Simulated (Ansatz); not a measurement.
Mulliken charges of `C[O][GaH][Br]` from B3LYP/def2-TZVPP in Ansatz (PBE0-D4/def2-TZVP geometry).

```csv
atom,x (Å),y (Å),z (Å),charge (e)
C1,0.339,1.171,-0.331,-0.097
O2,-0.240,0.426,0.713,-0.385
Ga3,-0.528,-1.316,0.708,0.471
Br4,0.112,-2.432,-1.186,-0.277
H5,-0.366,1.937,-0.668,0.099
H6,0.616,0.556,-1.194,0.088
H7,1.240,1.673,0.036,0.099
H8,-1.174,-2.015,1.923,0.003
```

Problem. By hand: the dipole of these point charges (1 e Å = 4.8032 D).

Solution. Σ q r = (-0.083, 0.177, 0.258) e Å, of length 0.324 e Å = 1.56 D.

Problem. How does the dipole of the full density compare? (An estimate is asked.)

Solution. Computed: (-0.028, 0.088, 0.097) e Å, 0.64 D; the point charges give 2.44 times that, at 8° from its direction.

Point charges leave out the atoms' own dipoles, such as those of lone pairs, and Mulliken's split depends on the basis, so the two needn't agree.

B3LYP here is the variant with VWN-RPA as its local correlation; programs differ in this.
